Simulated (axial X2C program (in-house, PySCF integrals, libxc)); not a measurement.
## NiH at several levels of theory

Calculated with an in-house all-electron X2C program for linear molecules (integrals from PySCF). Spin-free means the one-electron spin-free X2C Hamiltonian; two-component (2c) means X2C with spin–orbit coupling and atomic mean-field two-electron Coulomb and Gaunt terms, so the difference of the two also holds small scalar two-electron terms. Basis: Ni dyall-cv3z [9s9p6d3f2g], H dyall-v3z [6s2p1d] (cores contracted in-house); Gaussian nuclei, density fitting, unrestricted open shells. Masses: Ni 57.935 u, H 1.008 u.

Input:
```json
{"zs": [28, 1], "q": 0, "bas": ["dyall-cv3z", "dyall-v3z"], "levels": ["PBE0", "HF", "B3LYP"], "cc": true, "r0": 1.42, "thr": -2.0, "nmax": 90, "npts": 10, "nst": 2, "ntry": 6}
```
```bash
python so2c.py task.json out
```

Keys: zs atomic numbers; q charge; bas basis sets; levels methods; cc coupled cluster on or off; r0 starting distance in Å; thr threshold in hartree for freezing inner shells (an s shell follows its p shell); nmax most natural virtual spinors; npts points on the curve; nst determinants followed; ntry starts of the search. HF also brings MP2.

State, spin-free: M_S = 1/2, Λ = 2 (beyond evenly filled blocks: δ+α, δ+β, δ-α); electrons by block: σα: 7, σβ: 7, π+α: 3, π+β: 3, π-α: 3, π-β: 3, δ+α: 1, δ+β: 1, δ-α: 1. Fragments: Ni + H.

State, 2c: Ω = 5/2 (⟨Sz⟩ = 0.50, ⟨Lz⟩ = 2.00 at PBE0); electrons by block: 1/2: 10, -1/2: 10, 3/2: 4, -3/2: 4, 5/2: 1. Fragments: Ni + H.

| Hamiltonian | level | Re (Å) | ωe (cm⁻¹) | ωexe (cm⁻¹) | Be (cm⁻¹) | De (eV) | D0 (eV) | μ (D) |
| --- | --- | --- | --- | --- | --- | --- | --- | --- |
| spin-free | PBE0 | 1.454 | 2001.4 | 34.8 | 8.052 | 2.59 | 2.47 | -2.45 |
| spin-free | HF | 1.622 | 1662.2 | 38.2 | 6.465 | 1.14 | 1.04 | -0.79 |
| spin-free | CCSD | 1.418 | 2095.3 | n/a | 8.458 | 2.10 | 1.97 | n/a |
| spin-free | CCSD(T) | 1.418 | 1961.1 | n/a | 8.459 | 2.01 | 1.89 | n/a |
| spin-free | B3LYP | 1.454 | 2000.4 | 35.8 | 8.05 | 2.76 | 2.63 | -2.26 |
| 2c | PBE0 | 1.454 | 2000.5 | 34.8 | 8.05 | n/a | n/a | -2.45 |
| 2c | HF | 1.623 | 1660.9 | 38.2 | 6.461 | 1.11 | 1.00 | -0.78 |
| 2c | CCSD | 1.419 | 2090.3 | n/a | 8.45 | 2.07 | 1.94 | n/a |
| 2c | CCSD(T) | 1.419 | 1956.6 | n/a | 8.45 | 1.97 | 1.85 | n/a |
| 2c | B3LYP | 1.454 | 1999.6 | 35.8 | 8.048 | n/a | n/a | -2.26 |

Correlated methods: 11 electrons correlated (number of frozen shells: Ni 3 s, 2 p; H none), 181 virtual spin orbitals or spinors in MP2, 90 natural virtuals in coupled cluster.

Dipoles are positive if H is the positive end.

The state is one determinant whose occupation by symmetry is held fixed; it was picked as the lowest of a PBE0 search that is not exhaustive. Dissociation energies refer to the lowest single-determinant-based atoms at the same level and basis. De is not given where an atomic determinant may have missed its ground term or J level, or where the truncated virtual space spoils (T). Density functionals use the spin component along the axis (collinear). CCSD and (T) use frozen natural virtuals with an MP2 correction for the truncation; (T) itself is uncorrected, so its De runs slightly low. PBE0 can misorder states that lie within some tenths of an eV, so this need not be the ground state of the molecule. The nearest other spin-free determinant of the search, M_S = 1/2, Λ = 0, lies 0.12 eV up at the distance of the search. Without a current term, density functionals place determinants with orbital angular momentum somewhat too high. The determinant is spin-polarised beyond a pure state at some levels (its spin-free form has ⟨S²⟩ too high), which makes Re and μ there less reliable. The T1 diagnostic is large, a sign of multireference character.

No reliable constants came from MP2 (2c), MP2 (spin-free): no minimum in range, unconverged points, a curve that is not smooth, a change of character along it, or the two Hamiltonians disagreeing along it.

Rough cost a point (2c) on 1 thread(s) of a shared host, integrals apart: PBE0 0.3 s, HF 0.19 s, CCSD(T) 6 s, B3LYP 0.3 s.

The whole task took 2.1 min on 1 thread of Arm Neoverse V2, on a shared host.
